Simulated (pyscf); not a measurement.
# Elimination: H₃Si–Te–Ge:–Cl [singlet] → H₃Si–Cl + :Ge=Te [singlet]

Gas phase, singlet surface, charge 0. Bonds broken: Cl1–Ge2, Te3–Si4. Bonds formed: Cl1–Si4. Optimised with ωB97X-D3(BJ)/def2-SVP in PySCF.

Transition state (Å):

```xyz
7

Cl    -0.3217     1.0074    -1.0998
Ge     1.9957     1.5640    -0.6675
Te     2.0668    -0.2562     0.9183
Si    -0.5905    -0.9113     0.2532
H     -0.0793    -2.1179    -0.4419
H     -0.7714    -1.0428     1.7254
H     -2.0051    -0.7495    -0.2125
```

One imaginary mode, 266i cm⁻¹; descent along it reached the two sides named, in the forms told below.

```tsv
bond	change	reactant side (Å)	saddle	product side
Cl1–Ge2	breaks	2.205	2.422	3.1
Te3–Si4	breaks	2.488	2.8	3.9
Cl1–Si4	forms	3.3	2.363	2.091
```

Electronic energies relative to the reactant's lowest minimum found (eV):

| level | barrier | reaction energy | reverse barrier |
|---|---|---|---|
| ωB97X-D3(BJ)/def2-TZVP | 1.28 | +0.89 | 0.39 |
| PBE/def2-TZVP | 1.06 | +0.52 | 0.53 |
| r²SCAN/def2-TZVP | 1.15 | +0.54 | 0.61 |
| B3LYP-D3(BJ)/def2-TZVP | 1.19 | +0.56 | 0.63 |
| PBE0-D3(BJ)/def2-TZVP | 1.16 | +0.68 | 0.49 |
| M06-2X/def2-TZVP | 1.25 | +0.57 | 0.68 |
| ωB97M-D3(BJ)/def2-TZVP | 1.23 | +0.50 | 0.73 |
| HF/def2-TZVP | 1.60 | +0.11 | 1.49 |

With ωB97M-D3(BJ)/def2-TZVP energies and thermal terms (ideal gas, 1 atm, RRHO with modes under 100 cm⁻¹ raised to 100, one conformer, R ln 2 for chiral ones without a mode under 150 cm⁻¹), in eV:

```tsv
T (K)	ΔH‡	ΔG‡	ΔH	ΔG
298	1.21	1.24	+0.48	+0.07
600	1.18	1.28	+0.44	-0.32
900	1.16	1.34	+0.40	-0.70
1200	1.13	1.41	+0.36	-1.05
```

On the product side the descent ends in a complex, 0.22 eV under the separated species and 0.61 eV under the saddle at ωB97X-D3(BJ)/def2-TZVP. This is the saddle that the search found; another between the same sides may lie lower. Elements up to Kr have no core potential and no relativistic terms here. Elements past Kr carry the def2 core potentials, without spin-orbit coupling.
